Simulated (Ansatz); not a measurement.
Gas-phase electronic energies from Ansatz, PBE0-D4/def2-TZVP geometries. CCSD(T)/CBS adds triple-zeta CCSD(T) − MP2 to the extrapolated MP2 energy (def2 sets, frozen cores). This one scheme is used for every species. Double bonds are as drawn, so ΔE can hold a change between cis and trans. Functionals use def2-TZVPP. B3LYP here is the variant with VWN-RPA as its local correlation; programs differ in this. One conformer a species, not always the lowest.

Reaction (formal exchange of groups at a C–O bond): `B/C(O)=C(/O)[SiH3]` + BH₃ → `B/C(O)=C(/B)[SiH3]` + H₂O

| level | ΔE (kJ/mol) | difference from CCSD(T)/CBS |
| --- | --- | --- |
| B3LYP-D4 | -71.0 | 7.2 |
| ωB97X-V | -66.9 | 11.3 |
| ωB97M-V | -71.3 | 6.9 |
| B2PLYP | -70.2 | 8.0 |
| PBE | -68.8 | 9.4 |
| r2SCAN | -70.7 | 7.5 |
| PBE0 | -71.3 | 6.9 |
| B3LYP | -67.3 | 10.9 |
| HF/def2-TZVPP | -65.9 | 12.3 |
| MP2/def2-TZVPP | -79.4 | -1.2 |
| CCSD/def2-TZVPP | -75.3 | 2.9 |
| CCSD(T)/def2-TZVPP | -74.5 | 3.7 |
| MP2/def2-QZVPP | -81.5 | -3.3 |
| HF/CBS(def2) | -65.9 | 12.3 |
| MP2/CBS(def2) | -83.1 | -4.9 |
| CCSD/CBS(def2) | -79.0 | -0.8 |
| CCSD(T)/CBS | -78.2 | 0 |

Largest T1 diagnostic among the species: 0.015.

The D4 term adds −3.7 kJ/mol with B3LYP and −2.1 kJ/mol with PBE0; it sums over pairs of atoms, weighted by their polarisabilities, and B3LYP, whose exchange is more repulsive, gets the larger term. In def2-TZVPP, CCSD(T) changes the Hartree–Fock value by −8.6 kJ/mol (the triples alone add +0.8 kJ/mol) and MP2 by −13.4 kJ/mol.
